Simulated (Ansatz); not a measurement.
Compare A (`C=C(O)B(O)O`) with its isomer B (`C=COB(O)O`).

Calculated with Ansatz (gas phase, PBE0-D4/def2-TZVP geometries, no zero-point term in ΔE). CBS: MP2 limit from def2 TZ/QZ plus the TZ coupled-cluster correction, frozen cores. Functionals use def2-TZVPP. B3LYP here is the variant with VWN-RPA as its local correlation; programs differ in this. Each species was taken in one conformer, which may not be the lowest.

(1) Which isomer does CCSD(T)/CBS put lower? Give the gap. (Best estimate.)

(2) Give E(B) − E(A) in kcal/mol with B2PLYP, MP2/def2-TZVPP, HF/def2-TZVPP, PBE-D4, ωB97M-V, B3LYP, CCSD/def2-TZVPP. (An estimate is asked.)

(3) Does the order hold for the free energy at 298.15 K (harmonic terms from PBE0-D4)? (An estimate is asked.)

Largest T1 diagnostic: 0.013.

Results:

(1) Computed: B, by 22.0 kcal/mol.

(2) The calculation gave: B2PLYP -22.8, MP2/def2-TZVPP -22.1, HF/def2-TZVPP -27.1, PBE-D4 -19.7, ωB97M-V -22.1, B3LYP -22.9, CCSD/def2-TZVPP -23.1. None reverses the order clearly.

(3) Ansatz gave: Yes: G(B) − G(A) = -22.2 kcal/mol, for one conformer each.

From PBE to PBE0 (25 % exact exchange), in def2-TZVPP and without D4, E(B) − E(A) moves by −1.4 kcal/mol. At CCSD(T), def2-SVP lies −2.1 kcal/mol from the extrapolated value and def2-TZVPP −0.2 kcal/mol.
